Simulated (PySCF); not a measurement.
# Reading the logs of faulty runs: B2CH5O cation

All numbers below are calculated, not measured. The program is PySCF 2.14.0, an open-source quantum chemistry code, run on an isolated molecule that a program drew, which may never have been made. The molecule is B2CH5O cation (charge +1, singlet), drawn as the SMILES string `CB[B+]O`.

Each row is a Hartree-Fock (HF) and frozen-core CCSD(T) single point in the cc-pVDZ basis, meant for a local HF minimum. Run 1 is clean. Each other run has one planted mistake out of seven kinds, and not every kind appears here: one electron removed, one electron added, multiplicity raised by two, geometry at a saddle point, minimal basis STO-3G, one bond length entered in bohr, all coordinates scaled. The reference is restricted for singlets and unrestricted otherwise, and also for a bond in bohr. Adding or removing an electron swaps singlet and doublet. Electrons count all cores. HOMO and LUMO are orbital energies over both spins, the gradient is its largest component, and the lowest frequency (negative if imaginary) is given only where the gradient is small. Bond lengths are over the 8 bonds as drawn. T1 is the CCSD diagnostic: over 0.02 (restricted) or 0.045 (unrestricted) a single reference is doubtful.

Geometry of the clean run:
```xyz
9
B2CH5O cation, angstrom
C    -2.0753   -0.8896   -0.3200
B    -0.6867   -1.5731   -0.2423
B     0.7030   -0.6778    0.3212
O     1.6448    0.0062    0.7357
H    -2.2371   -0.0466    0.3512
H    -2.1305   -0.4967   -1.3508
H    -2.8883   -1.6105   -0.2275
H    -0.4256   -2.6804   -0.5921
H     2.5864   -0.0264    0.8870
```

```
run  electrons  basis functions  <S^2>  HOMO (eV)  LUMO (eV)  gradient (hartree/bohr)  lowest frequency (cm^-1)  mean bond (Å)  longest bond (Å)      T1  HF (hartree)  CCSD(T) (hartree)                          mistake
  1         28               81  0.000     -18.23      -4.61                  1.8e-05                       104         1.2451             1.747  0.0154    -164.78347         -165.30178                         no fault
  2         29               81  0.756      -6.12       2.97                  9.3e-02                         -         1.2451             1.747  0.0144    -164.97996         -165.51579               one electron added
  3         28               81  0.000     -18.42      -4.42                  1.1e-01                         -         1.1455             1.607  0.0133    -164.71815         -165.22326           all coordinates scaled
  4         28               81  0.711     -15.97      -4.74                  1.9e-02                         -         1.3663             2.059  0.0592    -164.65287         -165.16886  one bond length entered in bohr
  5         28               81  2.014     -13.90      -8.65                  4.3e-02                         -         1.2451             1.747  0.0327    -164.61073         -165.13116       multiplicity raised by two
  6         28               25  0.000     -17.31      -1.71                  4.8e-02                         -         1.2451             1.747  0.0192    -162.72621         -162.94606                                ?
```

**Which mistake was planted in run 6, and what did it cost?**

It has 25 basis functions where the clean run has 81, with the same electrons and geometry. So the mistake is: minimal basis STO-3G. Subtracting run 1 and multiplying by 627.51 kcal/mol a hartree, the energy moved by 1291.0 kcal/mol in HF and 1478.2 kcal/mol in CCSD(T).

Cautions from the logs. Run 4: T1 is over the limit, so its CCSD(T) energy is less reliable.
